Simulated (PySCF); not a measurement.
H6NSi2, SMILES [SiH3]N[SiH2] (connectivity only; charge and spin as stated), charge +1, multiplicity 1.

Geometry optimised at TPSSh-D3(BJ)/def2-SVP. The multiplicity is an assumed one; other spin states were not compared. The isomer is the one that the SMILES or the coordinates give; other isomers of the formula were not compared.

Method: ωB97X/def2-TZVPD in PySCF.

Symmetry labels are those of the subgroup Cs that the program uses (full group Cs).

Computed valence orbital energies around the gap with their symmetry:
```
orbital  symmetry  energy (eV)
-------  --------  -----------
HOMO−7         A'       -24.13
HOMO−6         A'       -23.20
HOMO−5         A'       -20.96
HOMO−4         A'       -19.27
HOMO−3         A'       -18.43
HOMO−2         A"       -18.04
HOMO−1         A'       -16.98
HOMO           A"       -16.18
LUMO           A"        -5.63
LUMO+1         A'        -3.30
LUMO+2         A'        -2.83
LUMO+3         A'        -1.92
```
